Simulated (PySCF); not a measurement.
Correlation energy of Ti (titanium, neutral)

[Ar] 3d4, high-spin 5D determinant (an excited configuration). Computed with PySCF 2.14 in aug-cc-pVDZ-DK (7s6p4d2f, 59 functions), with scalar relativity by spin-free X2C-1e. Frozen: [Ar]; 4 electrons correlated.

```json
{"level": "CCSD", "correlation energy (mhartree)": "-66.34"}
{"level": "(T)", "correlation energy (mhartree)": "-3.93"}
{"level": "CCSD(T)", "correlation energy (mhartree)": "-70.27"}
```

Diagnostics: T1 = 0.052, D1 = 0.0865, largest double amplitude 0.067.

T1 exceeds 0.03, a sign that the reference determinant is poor.

Cost of the coupled-cluster step: about 4 core-seconds, for 4 correlated electrons.
